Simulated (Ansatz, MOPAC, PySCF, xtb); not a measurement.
Complex: SiH4 (SMILES [SiH4]) (first 5 atoms) with H2S (SMILES S); geometry from B3LYP-D3(BJ)/def2-TZVP, rigid monomers moved along the line of their centres of mass till Si1···S6 is 4.33 Å.
(charge 0, multiplicity 1):
```xyz
8

Si     0.03022    -0.04359    -0.28748
H     -0.70531     1.12782     0.23899
H     -0.11048    -0.07116    -1.76354
H     -0.54498    -1.28612     0.27250
H      1.46224     0.05876     0.06320
S      0.21712     0.07841     4.03710
H     -0.30273     1.30880     3.90268
H     -0.98663    -0.50651     3.93222
```

Counterpoise-corrected where a basis set is named; no monomer relaxation. Rows marked so take none.

Rows in 6-31G*, STO-3G carry no dispersion term and start afresh at each structure (6-31G* with six Cartesian d functions). MP2/6-31G* freezes PySCF's default core. The state that PM3, PM6 reach isn't checked.

Run with Ansatz (a quantum-chemistry and plane-wave program) with Gaussian orbitals; MOPAC for PM3, PM6 (differences of heats of formation); PySCF for 6-31G* rows, STO-3G rows, the dispersion terms; xtb for the GFN methods. Each number belongs to the level named beside it.

| level | interaction energy (kJ/mol) |
|---|---|
| PM3 | 1.8 |
| PM6 | -1.1 |
| GFN2-xTB | -2.9 |
| HF/STO-3G (no counterpoise) | -0.3 |
| r2SCAN/def2-TZVPPD | -2.7 |
| r2SCAN-D3(BJ)/def2-TZVPPD | -4.1 |
| B3LYP/6-31G* (no counterpoise) | -1.1 |
| PBE0-D3(BJ)/def2-TZVPPD | (withheld) |
| MP2/6-31G* | -1.3 |

Q: What belongs in the gaps?

A: 
- PBE0-D3(BJ)/def2-TZVPPD, interaction energy (kJ/mol): -4.7
